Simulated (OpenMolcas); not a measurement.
Rb I: effect of the level shift or regulariser

```json
{"Program": "OpenMolcas", "Basis": "ANO-RCC-VQZP [8s7p4d2f1g]", "Scalar Hamiltonian": "DKH2, point nucleus", "Active space": "1 electron in 9 orbitals (4d 5s 5p)", "State averaging": "2S+1 = 2 even, 1 root; 2S+1 = 2 odd, 3 roots", "Spin-orbit coupling": "RASSI with atomic mean-field integrals over the reference wave functions, term energies averaged over their components"}
```

Methods on the same reference wave functions:
A. CASSCF
B. SS-CASPT2, IPEA 0.25 Eh, imaginary shift 0.1 Eh (closed shells correlated: 4s 4p)
C. SS-CASPT2, IPEA 0.25 Eh, real shift 0.2 Eh (closed shells correlated: 4s 4p)

Energies in cm-1 above 5s 2S 1/2, the measured ground level; measured values from NIST Handbook of Basic Atomic Spectroscopic Data.

```json
{"Level": "5s 2S 1/2", "A": "0.0", "B": "0.0", "C": "0.0", "Measured": "0.0"}
{"Level": "5p 2P* 1/2", "A": "10738", "B": "12522", "C": "12502", "Measured": "12579"}
{"Level": "5p 2P* 3/2", "A": "10873", "B": "12657", "C": "12637", "Measured": "12817"}
```

Deviations, from unrounded energies. A percentage is the sum of absolute deviations over the sum of measured energies, with the sign that they share, or ± where signs differ.

```json
{"Against measurement": "mean absolute deviation (cm-1)", "Levels": "2", "A": "1900", "B": "110", "C": "130"}
{"Against measurement": "other configurations (%)", "Levels": "2", "A": "-14.9", "B": "-0.9", "C": "-1.0"}
```

B lies closest to measurement on these levels and A furthest from it. The largest miss of B in the table is 5p 2P* 3/2, by -160 cm-1. The ranking rests on the paired levels alone, and a cruder setting can come out closer through cancelling errors.

Between B and C the level of the table that moves most is 5p 2P* 1/2, by 21 cm-1 (lowest in C, highest in B).

The lowest spin-free term lies below A's lowest term by 0.208 hartree in B, 0.207 hartree in C.

ANO sets are built for ground and valence states and can reach diffuse excited orbitals poorly. No level of 4d was computed, though it lies in the active space. With one active electron the reference holds no correlation, so core polarisation is missing (holds for A). With one active electron, CASPT2 adds the correlation within the correlated inactive shells and between them and that electron, and leaves the splitting within a term as the reference gives it (holds for B; C). Computed and measured levels are paired by configuration, term and J; levels that our copy of the source lacks, or whose pairing is in doubt (as where it misses far off the trend of its configuration), stay unpaired and out of the deviations. Only configurations of the active space appear.

* marks odd parity.
